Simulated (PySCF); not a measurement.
Coordinates in bohr (charge 0 multiplicity 2):
```
Ir   -1.4956    0.0000   -0.9192
N    -4.2819    0.0000    0.3195
I     2.7520    0.0000    1.3716
```

These are results of PySCF, UPBE0, basis Ir def2-SVP with ECP60, N def2-SVP, I def2-SVP with ECP28 (scalar-relativistic core potentials, no spin–orbit coupling, density fitting), not measurements.

This geometry of IIrN is a stationary point at this level.

Q: What is the point group?

A: Cs.

Q: Is it a minimum?

A: Yes: all harmonic wavenumbers are real.

Q: What are the dipole moment and the gap between the highest occupied and lowest empty levels of either spin?

A: 1.10 D and 2.94 eV.

Q: Give the ideal-gas entropy at 298.15 K and 1 bar by parts.

A: translation 181.3, rotation 113.6, vibration 21.1, spin 5.8; total 321.8 J/(mol K).

Q: What is the atomisation energy, with and without zero-point energy?

A: 723 kJ/mol without, 714 kJ/mol with.

Other isomers or separated fragments may lie lower. Open d and f shells are described by one determinant, and the ground state may have another occupation or spin. No spin–orbit coupling is included, which matters more the heavier the element.
